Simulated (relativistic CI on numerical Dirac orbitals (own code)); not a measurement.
**In²⁶⁺: q coefficients and field-shift factors**

Calculated at this level of theory: Dirac-Coulomb-Breit CI, orbitals from a KLI potential per configuration, derivatives by finite differences, unscaled Slater integrals, QED left out (own radial code, finite nucleus).

Configurations in the expansion (outside the closed core [Ne]): 3s2.3p6.3d5, 3s2.3p5.3d6, 3s2.3p4.3d7, 3s.3p6.3d6, 3p6.3d7, 3s.3p5.3d7, 3s2.3p6.3d4.4s, 3s2.3p6.3d3.4s2. Levels of other configurations are missing.

With x = (α/α₀)² − 1 an excitation energy changes as ω = ω₀ + qx; K = 2q/ω₀ is the relative enhancement. Terms are leading LS components, so labels can repeat. The field-shift factor is F = δν/δ⟨r²⟩ for the transition from the lowest level.

Lowest level 3s2.3p6.3d5 6S_5/2.

| Level | ω₀ (cm⁻¹) | q (cm⁻¹) | K | F (GHz/fm²) |
| --- | --- | --- | --- | --- |
| 3s2.3p6.3d5 4G_5/2 | 89239 | -37710 | -0.845 | -0.146 |
| 3s2.3p6.3d5 4G_7/2 | 127454 | 2554 | 0.0401 | 0.192 |
| 3s2.3p6.3d5 4P_3/2 | 128989 | 3588 | 0.0556 | 0.124 |
| 3s2.3p6.3d5 4G_11/2 | 133791 | 9273 | 0.139 | 0.291 |
| 3s2.3p6.3d5 4G_5/2 | 139590 | 29250 | 0.419 | 0.345 |
| 3s2.3p6.3d5 4G_9/2 | 143123 | 22660 | 0.317 | 0.372 |
| 3s2.3p6.3d5 4P_1/2 | 148651 | 24790 | 0.334 | 0.283 |
| 3s2.3p6.3d5 4D_7/2 | 175337 | 43990 | 0.502 | 0.476 |
| 3s2.3p6.3d5 4D_5/2 | 180715 | 33640 | 0.372 | 0.42 |
| 3s2.3p6.3d5 2I_11/2 | 201123 | 47850 | 0.476 | 0.665 |
| 3s2.3p6.3d5 4D_1/2 | 201882 | 75910 | 0.752 | 0.678 |
| 3s2.3p6.3d5 2F_7/2 | 203279 | 20540 | 0.202 | 0.318 |
| 3s2.3p6.3d5 4D_3/2 | 203916 | 60810 | 0.596 | 0.616 |
| 3s2.3p6.3d5 4F_3/2 | 213857 | 51110 | 0.478 | 0.596 |
| 3s2.3p6.3d5 2G_9/2 | 216430 | 39200 | 0.362 | 0.54 |
| 3s2.3p6.3d5 2I_13/2 | 221336 | 59590 | 0.538 | 0.793 |
| 3s2.3p6.3d5 2F_5/2 | 228966 | 68990 | 0.603 | 0.727 |
| 3s2.3p6.3d5 2H_9/2 | 253729 | 63380 | 0.5 | 0.808 |
| 3s2.3p6.3d5 4F_5/2 | 255838 | 98300 | 0.768 | 0.919 |
| 3s2.3p6.3d5 2G_7/2 | 266132 | 67050 | 0.504 | 0.75 |
| 3s2.3p6.3d5 2D_3/2 | 279074 | 91820 | 0.658 | 0.832 |
| 3s2.3p6.3d5 2F_5/2 | 279275 | 77450 | 0.555 | 0.822 |
| 3s2.3p6.3d5 2F_7/2 | 284367 | 100200 | 0.704 | 1 |

At this charge energies of transitions that change n are usually good to better than 1 %, and those within a shell (Δn = 0) to a few per cent. Terms inside the open d or f shell come out 10 to 20 % too wide with unscaled integrals.
